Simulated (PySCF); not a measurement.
A calculated (PBE, PySCF 2.14, def2-TZVP, the non-relativistic Hamiltonian (point nucleus)) atom or ion has these occupied shells.

| shell | electrons | orbital energy (eV) | rms radius, mean of both spins (bohr) |
| --- | --- | --- | --- |
| 1s α | 1 | -180.22 | 0.383 |
| 1s β | 1 | -179.97 | 0.383 |
| 2s α | 1 | -9.639 | 2.15 |
| 2s β | 1 | -8.670 | 2.15 |
| 2p α | 1 | -4.151 | 2.51 |

**Question.** Name the element and its charge.

**Answer.** B (boron, neutral), in [He] 2s2 2p1, 2P determinant.
